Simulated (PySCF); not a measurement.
## Electronic structure of Bi⁺ (bismuth, charge +1) at the M06-L level

Configuration: [Xe] 4f14 5d10 6s2 6p2, high-spin 3P determinant. All numbers are calculated (PySCF 2.14, the spin-free X2C one-electron Hamiltonian (Gaussian nucleus), in aug-cc-pwCVTZ-DK3 with one added diffuse shell each of s, d, f type (12s10p9d6f1g, 138 functions)).

```
Total energy                                                  : -21532.17 hartree
One-electron energy                                           : -29411.11 hartree
Hartree (Coulomb) energy                                      : 8282.28 hartree
Exchange-correlation energy                                   : -403.35 hartree
⟨S²⟩                                                          : 2.0011
⟨L²⟩                                                          : 2.006
Sum of ⟨r⟩                                                    : 46.51 bohr
Sum of ⟨r²⟩                                                   : 60.17 bohr²
Traceless quadrupole moment −½Σ⟨3z² − r²⟩ along its main axis : 3.49 e·bohr²
Langevin diamagnetic susceptibility                           : -47.7 ×10⁻⁶ cm³/mol
Time after the integrals                                      : about 7 core-seconds
```

```tsv
shell	electrons	mean orbital energy (eV)	spread (eV)	rms radius, mean of both spins (bohr)
1s α	1	-90352.9	0	0.0178
1s β	1	-90352.9	0	0.0178
2s α	1	-16276.6	0	0.0718
2s β	1	-16276.6	0	0.0718
2p α	3	-13997.2	0.026	0.0663
2p β	3	-13997.2	0.049	0.0663
3s α	1	-3952.7	0	0.183
3s β	1	-3952.6	0	0.183
3p α	3	-3293.6	0.084	0.186
3p β	3	-3293.5	0.102	0.186
3d α	5	-2596.7	0.072	0.170
3d β	5	-2596.6	0.090	0.170
4s α	1	-922.26	0	0.400
4s β	1	-922.23	0	0.400
4p α	3	-703.62	0.182	0.427
4p β	3	-703.60	0.200	0.427
4d α	5	-443.33	0.175	0.453
4d β	5	-443.29	0.199	0.453
5s α	1	-167.71	0	0.886
5s β	1	-167.61	0	0.886
4f α	7	-162.38	0.178	0.482
4f β	7	-162.32	0.218	0.482
5p α	3	-106.74	0.382	1.01
5p β	3	-106.68	0.469	1.01
5d α	5	-35.876	0.439	1.32
5d β	5	-35.653	0.629	1.32
6s α	1	-22.199	0	2.29
6s β	1	-21.033	0	2.29
6p α	2	-11.677	0	2.95
```

Spin-orbit coupling is strong in this species (close to jj coupling), so the high-spin LS determinant is a model state, not a physical level.

Densities and radii are taken from the X2C orbitals without a picture-change correction, which distorts them close to the nucleus.
